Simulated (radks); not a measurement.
Polarisabilities and homonuclear dispersion coefficients (atomic units). Code: a radial shooting solver on a logarithmic mesh with Libxc functionals. Model: non-relativistic Kohn-Sham, LDA (Slater exchange, Perdew-Wang correlation), spin-polarised, spherical densities, point nucleus. Response by self-consistent Sternheimer equations with the Hartree and adiabatic LDA kernel. "Uncoupled" leaves out the induced potential. Quadrupole and octupole values are given only where no p, d or f shell is open. The Sternheimer factor gamma scales a distant field gradient at the nucleus by 1 - gamma.

\begin{tabular}{lrrrrrrrrr}
species & configuration & alpha1 (bohr^3) & alpha1, uncoupled & alpha2 (bohr^5) & alpha3 (bohr^7) & C6 & C8 & Sternheimer gamma & recommended alpha1 \\ \hline
Mg & [Ne] 3s2 & 71.39 & 122.2 & 869.8 & 16740 & 623.0 & 43800 & -0.183 & 71.2 +/- 0.4 \\
Al+ & [Ne] 3s2 & 23.48 & 40.45 & 126.4 & 1085 & 117.0 & 3844 & -0.739 & - \\
Si2+ & [Ne] 3s2 & 11.31 & 19.35 & 35.67 & 180.8 & 38.15 & 759.0 & -0.774 & - \\
P3+ & [Ne] 3s2 & 6.485 & 11.00 & 13.60 & 46.07 & 16.05 & 217.6 & -0.719 & - \\
S4+ & [Ne] 3s2 & 4.117 & 6.932 & 6.185 & 15.04 & 7.859 & 77.75 & -0.650 & - \\
Cl5+ & [Ne] 3s2 & 2.797 & 4.678 & 3.161 & 5.787 & 4.260 & 32.19 & -0.586 & - \\
Ar6+ & [Ne] 3s2 & 1.995 & 3.317 & 1.758 & 2.506 & 2.487 & 14.83 & -0.530 & - \\
K7+ & [Ne] 3s2 & 1.478 & 2.443 & 1.042 & 1.188 & 1.536 & 7.412 & -0.482 & - \\
Ca8+ & [Ne] 3s2 & 1.127 & 1.854 & 0.6500 & 0.6045 & 0.9927 & 3.954 & -0.442 & - \\
\end{tabular}

Recommended values: Schwerdtfeger and Nagle, table of static dipole polarisabilities (2023 update), measured or computed.
